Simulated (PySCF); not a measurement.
Si(F)(OH)2(OSiH3) (FH5O3Si2), SMILES O[Si](O)(O[SiH3])F. Atoms are numbered in the order given.

```xyz
11

O      0.9969    -1.4000    -0.1144
Si     0.7278     0.2166    -0.1040
O      1.6615     0.9107     1.0545
F      1.1216     0.8890    -1.5214
O     -0.8724     0.4372     0.1115
Si    -2.1792    -0.5828     0.3235
H      1.8990    -1.7137     0.0006
H      1.7528     1.8687     1.0442
H     -2.3318    -1.4762    -0.8574
H     -1.9942    -1.4048     1.5512
H     -3.3887     0.2691     0.4693
```
Charge 0, spin multiplicity 1.

Geometry optimised at ωB97X-D3(BJ)/def2-SVP. Other conformers were not sampled.

Two levels are set side by side: PBE/pcSseg-1 (PySCF) and B3LYP/pcSseg-1 (PySCF). GIAO shifts against CFCl3 (¹⁹F), H2O (¹⁷O), TMS (²⁹Si), TMS (¹H) at the same level; non-relativistic, no solvent, atoms listed together averaged. Differences are taken from unrounded values.

| quantity | B3LYP |
|---|---|
| δ(²⁹Si) of Si2 (ppm) | -85.8 |
| δ(¹⁹F) of F4 (ppm) | -158.8 |
| δ(¹⁷O) of O5 (ppm) | 36.3 |
| δ(²⁹Si) of Si6 (ppm) | -38.0 |

Q: What does PBE give, and how far is it from B3LYP? (The exact figures need the calculation; the answer reports its results.)

A: 
```
quantity                 PBE  PBE minus B3LYP
--------------------  ------  ---------------
δ(²⁹Si) of Si2 (ppm)   -79.0              6.8
δ(¹⁹F) of F4 (ppm)    -172.6            -13.8
δ(¹⁷O) of O5 (ppm)      41.4              5.0
δ(²⁹Si) of Si6 (ppm)   -33.1              4.9
```

Rough cost on one machine, each run with all the roots and properties that it gave: B3LYP against PBE within a factor of 2.
